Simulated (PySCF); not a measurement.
# `CO[Si@@H]1OC[C@H](C#N)O1`, C₄H₇NO₃Si

Geometry (Å), atoms numbered from 1 in this order:
```xyz
16

C     2.9381   -0.9807    0.4633
O     1.5521   -0.9489    0.2988
Si    0.6333    0.2558   -0.2073
O    -0.1217    1.0770    0.9939
C    -1.4753    1.2273    0.7257
C    -1.8745    0.1707   -0.3517
C    -2.6702   -0.8823    0.2526
N    -3.2906   -1.7032    0.7486
O    -0.7097   -0.3585   -0.9059
H     3.2270   -0.4392    1.3659
H     3.4386   -0.5282   -0.3939
H     3.2388   -2.0243    0.5524
H     1.2802    1.1819   -1.1259
H    -1.6629    2.2333    0.3363
H    -2.0420    1.0873    1.6505
H    -2.4690    0.6411   -1.1472
```

The calculation used TDDFT B3LYP/def2-SVPD circular dichroism and optical rotation, one conformer, gas phase (PySCF). Geometry: GFN2-xTB.

The molecule is flexible and this is one conformer; a measurement averages over conformers.

(1) Draw the ECD and absorption spectra from the lowest 12 states, each a Gaussian of half-width 0.35 eV at 1/e height.

Results:

(1) 
```
E (eV)  λ (nm)  Δε (L mol⁻¹ cm⁻¹)  ε (L mol⁻¹ cm⁻¹)
  6.60     188              +0.42              23.6
  6.70     185              +0.94              53.3
  6.80     182              +1.84               107
  6.90     180              +3.16               194
  7.00     177              +4.80               325
  7.10     175              +6.53               514
  7.20     172              +8.07               771
  7.30     170              +9.26              1100
  7.40     167              +9.99              1470
  7.50     165             +10.04              1850
  7.60     163              +8.91              2220
  7.70     161              +5.97              2580
  7.80     159              +0.84              2910
  7.90     157              -6.05              3180
  8.00     155             -13.30              3290
```
Δε uses R in velocity form, ε uses f in length form. Only the states computed contribute, so the short-wavelength end is incomplete.

The sign of the CD band at 166 nm isn't settled: the length form gives the opposite one.
